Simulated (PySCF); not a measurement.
These are PBE-D3(BJ)/def2-TZVP // r2SCAN-D4/def2-TZVP (PySCF) values and carry that method's errors. All species are isolated molecules in the gas phase. 

Reference species (SMILES): `[F][GeH]([F])[F]` (neutral, multiplicity 1).

HOMO–LUMO gap: 8.00 eV
S1 oscillator strength: 0.000
LUMO: -1.59 eV

Changed species: `[F][Ge]([F])([F])[F]` (0 of 4 F replaced by H; the reference has 1 of 4 F replaced by H).

**Question.** Predict the effect on the HOMO–LUMO gap, S1 oscillator strength and LUMO.

**Answer.** the HOMO–LUMO gap falls by 0.44 eV, to 7.56 eV; the S1 oscillator strength is nearly the same; the LUMO falls by 1.33 eV, to -2.92 eV.
